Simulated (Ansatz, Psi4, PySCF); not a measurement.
H₄BClO₂Si (SMILES OB(O)[SiH2]Cl), singlet, at a GFN2-xTB geometry, atoms displaced at random by about 0.08 Å a coordinate. Base run: PySCF with PBE0/STO-3G, gradient.

Input for PySCF:
```python
from pyscf import gto, scf, dft

mol = gto.Mole()
mol.atom = '''
    Si   -0.84354012   -0.48617747   -0.23489188
    Cl   -1.46295533    1.40478395   -0.09259422
    B     0.99112786   -0.42677545    0.23075668
    O     1.85667942   -1.84027161    0.00069018
    O     1.93897674    0.43736395    0.31509468
    H    -1.42680168   -0.94585947   -1.49949519
    H    -1.63158937   -1.16095491    0.74755470
    H     1.45352319   -2.50609562   -0.25014450
    H     1.40594074    1.39605718    0.38474285
'''
mol.basis = 'sto-3g'
mol.verbose = 4
mol.build()

mf = dft.RKS(mol)
mf.xc = 'pbe0'
mf.kernel()
g = mf.nuc_grad_method()
grad = g.kernel()
```

Programs used: Ansatz (a program for electronic structure), Psi4, PySCF; a row that names a program was run with it.

The coordinate followed is z of atom 1.

Variants of this job, named by their change:

```csv
change,dE/dx (Eh/bohr),net force (Eh/bohr)
base,0.004673,0.000097
code = ansatz,0.004681,0.000000
finite difference step (bohr) = 1e-3; conv_tol = 1e-11,0.004664,-
density fitting = on,0.004665,0.000097
finite difference step (bohr) = 1e-5; conv_tol = 1e-11,0.004663,-
finite difference step (bohr) = 0.01; conv_tol = 1e-11,0.004660,-
grids.level = 0; grid_response = on,0.004574,0.000000
conv_tol = 1e-6,0.004674,0.000097
density fitting = on; auxbasis_response = off,0.004593,0.007384
conv_tol = 1e-11,0.004673,0.000097
grid_response = on,0.004663,0.000000
code = psi4,0.004676,0.000156
```

The net force is zero for an exact gradient.
